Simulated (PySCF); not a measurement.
# Working with the constants of AlSb

PBE0 constants of AlSb, ³Σ⁻ (triplet), unpaired electrons π ↑↑ (basis Al cc-pV(T+d)Z, Sb cc-pVTZ-PP with ECP28; scalar-relativistic core potentials; PySCF 2.14; masses 26.9815 and 120.9038 u):

- ωe: 256.6 cm⁻¹
- ωexe: 0.8 cm⁻¹
- Be: 0.10091 cm⁻¹
- αe: 0.000474 cm⁻¹
- D (centrifugal): 6.25e-08 cm⁻¹
- De to Al + Sb: 1.88 eV

Q: Give the vibrational terms G(v) and spacings up to v = 6.

A: G(v) = ωe(v+½) − ωexe(v+½)².

```tsv
v	G(v) (cm⁻¹)	G(v) − G(v−1)	Bv (cm⁻¹)
0	128.1		0.1007
1	383.1	255.0	0.1002
2	636.5	253.4	0.0997
3	888.3	251.8	0.0993
4	1138.5	250.2	0.0988
5	1387.1	248.6	0.0983
6	1634.1	247.0	0.0978
```

Q: How well does the Morse estimate ωe²/(4ωexe) reproduce De, and what is D0?

A: It gives 2.55 eV, 136 % of the computed De. D0 = De − G(0) = 1.88 − 0.02 = 1.86 eV.

These are scalar-relativistic numbers at best; spin–orbit coupling would shift them, the dissociation energy most. The state is the lowest determinant that a PBE0 search found; another state may lie lower at other levels.
